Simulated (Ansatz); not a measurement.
Consider the redistribution: `[OH][Al]([OH])[F]` + `[F][Hf]([F])([SH])[SH]` → `[OH][Al]([F])[SH]` + `[OH][Hf]([F])([F])[SH]`.

Program: Ansatz. Geometries: PBE0-D4/def2-TZVP. ΔE: electronic, gas phase. CCSD(T)/CBS adds triple-zeta CCSD(T) − MP2 to the extrapolated MP2 energy (def2 sets, frozen cores). Functionals use def2-TZVPP. HSE06 is defined as in plane-wave codes. Elements past krypton have def2 core potentials. For Hf outer-core shells are correlated without core-valence functions, which leaves a few kJ/mol of doubt a bond. Each species was taken in one conformer, which may not be the lowest.

Is it downhill or uphill in electronic energy at CCSD(T)/CBS, and by how much? (An estimate is asked.)

The calculation gave: Downhill: ΔE = -5.1 kcal/mol.

What do these levels give: PBE0-D4, HSE06-D4, BHLYP-D4, PBE-QIDH, PBE, PBE0, r2SCAN0, HSE06, HF/def2-SVP, CCSD(T)/def2-TZVPP, SCS-MP2/def2-QZVPP, HF/CBS(def2)? (Best estimate.)

The calculation gave: PBE0-D4 -5.6, HSE06-D4 -5.5, BHLYP-D4 -5.4, PBE-QIDH -5.1, PBE -5.6, PBE0 -5.8, r2SCAN0 -5.2, HSE06 -5.7, HF/def2-SVP -9.2, CCSD(T)/def2-TZVPP -4.5, SCS-MP2/def2-QZVPP -4.7, HF/CBS(def2) -5.9 kcal/mol.

Largest T1 diagnostic among the species: 0.016.

In def2-TZVPP, CCSD(T) changes the Hartree–Fock value by +1.7 kcal/mol (the triples alone add +0.5 kcal/mol) and MP2 by +2.2 kcal/mol. Leaving LDA and LC-ωPBE aside and taking each functional with its dispersion term where it has one, the values, not all of them listed here, spread over 1.7 kcal/mol, from ωB97X-V to B2PLYP. At CCSD(T), def2-SVP lies −3.5 kcal/mol from the extrapolated value and def2-TZVPP +0.6 kcal/mol.
